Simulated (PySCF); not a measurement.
**Two-component Hartree-Fock for Os (osmium, neutral)**

Start: [Xe] 4f14 5d6 6s2; 5d3/2 filled at m_j = -3/2, -1/2, +1/2, +3/2; 5d5/2 filled at m_j = +3/2, +5/2. Calculated with PySCF 2.14 in x2c-QZVPPall-2c: generalised Hartree-Fock with the X2C-1e Hamiltonian and a Gaussian nucleus; one run each with spin-orbit coupling (SO) switched off, then screened by Boettger's factors.

| spinor shell | electrons | ε, spin-free (eV) | ε, screened SO (eV) | weight of nominal j (screened SO) | rms radius, screened SO (bohr) |
| --- | --- | --- | --- | --- | --- |
| 1s1/2 | 2 | -74279.9 | -74255.2 | 1.000 | 0.0201 |
| 2s1/2 | 2 | -13083.0 | -13075.1 | 1.000 | 0.0809 |
| 2p1/2 | 2 | -11398.6 | -12496.5 | 1.000 | 0.0687 |
| 2p3/2 | 4 | -11398.6 | -10959.1 | 1.000 | 0.0763 |
| 3s1/2 | 2 | -3109.6 | -3107.0 | 1.000 | 0.207 |
| 3p1/2 | 2 | -2606.6 | -2848.7 | 1.000 | 0.198 |
| 3p3/2 | 4 | -2606.6 | -2507.9 | 1.000 | 0.214 |
| 3d3/2 | 4 | -2037.5 | -2080.4 | 1.000 | 0.188 |
| 3d5/2 | 6 | -2037.5 | -2006.8 | 1.000 | 0.192 |
| 4s1/2 | 2 | -690.54 | -689.65 | 1.000 | 0.459 |
| 4p1/2 | 2 | -522.60 | -580.07 | 1.000 | 0.466 |
| 4p3/2 | 4 | -522.60 | -498.88 | 1.000 | 0.499 |
| 4d3/2 | 4 | -309.85 | -318.84 | 1.000 | 0.519 |
| 4d5/2 | 6 | -309.85 | -303.10 | 1.000 | 0.531 |
| 5s1/2 | 2 | -108.14 | -107.87 | 1.000 | 1.08 |
| 5p1/2 | 2 | -62.285 | -72.824 | 0.775 | 1.11 |
| 4f5/2 | 6 | -71.316 | -72.664 | 0.931 | 0.661 |
| 4f7/2 | 8 | -71.316 | -69.511 | 0.995 | 0.613 |
| 5p3/2 | 4 | -62.285 | -57.704 | 0.979 | 1.29 |
| 5d3/2 | 4 | -12.519 | -12.480 | 0.722 | 1.91 |
| 5d5/2 | 2 | -12.519 | -12.487 | 0.836 | 1.92 |
| 6s1/2 | 2 | -7.818 | -7.807 | 0.992 | 3.45 |

```csv
quantity,spin-free,screened SO
E (hartree),-17241.21457,-17264.03031
M_J,4,4
⟨J²⟩,20.056,20.111
⟨L²⟩,6.022,6.692
⟨S²⟩,6.034,5.855
```

Each row is a mean over spinors that exchange with the open shell spreads, by up to 7.499 eV (5p3/2).

Rows whose weight is well below 1 are mixtures of j = l ± 1/2: exchange outweighs spin-orbit coupling there, and the label is only the starting occupation.

⟨J²⟩ departs a little from M_J(M_J + 1) because the unrestricted spinors polarise the closed shells.

Breit and QED terms are absent; they matter most for the inner s and p1/2 levels.

Densities and radii are taken from the X2C orbitals without a picture-change correction, which distorts them close to the nucleus.

Without spin-orbit coupling the j labels of p, d and f shells carry no meaning; the spin-free column gives the mean over the occupied spinors of each nl shell.
